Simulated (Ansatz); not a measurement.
ethylmethylamine (C3H9N), singlet, at a GFN2-xTB geometry; CASSCF(6,6)/STO-3G in Ansatz (a quantum-chemistry and plane-wave program).

Ansatz was given this input:
Ansatz 0.2 input:
```yaml
crystal:
  periodic: [false, false, false]
  atoms:
    - {symbol: C, position_ang: [-1.87385249, -0.08449916, 0.25747719]}
    - {symbol: C, position_ang: [-0.47694434, -0.52500220, -0.15555379]}
    - {symbol: N, position_ang: [0.48226460, 0.53472934, 0.09368490]}
    - {symbol: C, position_ang: [1.83822520, 0.16558901, -0.24959659]}
    - {symbol: H, position_ang: [-2.13285454, 0.84078458, -0.24968259]}
    - {symbol: H, position_ang: [-2.60271337, -0.84750241, -0.00304826]}
    - {symbol: H, position_ang: [-1.91913888, 0.08609817, 1.33132394]}
    - {symbol: H, position_ang: [-0.21171781, -1.46178761, 0.37007219]}
    - {symbol: H, position_ang: [-0.45799456, -0.73370300, -1.23018363]}
    - {symbol: H, position_ang: [0.43846996, 0.80209168, 1.07356840]}
    - {symbol: H, position_ang: [2.50316352, 0.99426025, -0.01289351]}
    - {symbol: H, position_ang: [1.88678367, -0.02388469, -1.32256952]}
    - {symbol: H, position_ang: [2.19557966, -0.73598840, 0.27365792]}
basis:
  gaussian:
    orbitals: STO-3G
hamiltonian:
  xc: hf
magnetization: {spin_polarized: false}
correlation: {active_space: {window: {electrons: 6, orbitals: 6}}}
```

Output, abridged:

```
Functional definition: HF
407 factors; integrals over basis functions are off by at most 3.8e-5 eV
mean field evaluation 1: about -4657.1229 eV, gradient 1.6e1 eV
mean field evaluation 2: about -4657.4098 eV, gradient 1.6e1 eV
mean field evaluation 4: about -4658.3535 eV, gradient 1.1e0 eV
mean field evaluation 8: about -4658.3581 eV, gradient 2.8e-6 eV
mean field -4658.35810363 eV, -171.1915027598 hartree, gradient 4.9e-7 eV, S^2 0.000000; 0 other end points of the search recorded, 0 dependent functions left out
reference -4658.35810363 eV, -171.1915027598 hartree; 17, 17 occupied and 12, 12 virtual orbitals, 407 factors
state -4659.83669940 eV, -171.2458401522 hartree
2 active orbitals were swapped for others, from the solution at -4659.78467250 eV, -171.2439281989 hartree to that at -4659.83669940 eV, -171.2458401522 hartree; typed "places" are swapped only where nearly empty or full, and so, without "given_window_search", are "orbital_numbers", "shells" and a window whose orbitals a file names under [Active]
the orbitals are reached from a further start. From the first start the search ends at -4659.75605721 eV, -171.2428766065 hartree
Total energy: -4659.83669940 eV, -171.2458401522 hartree
```
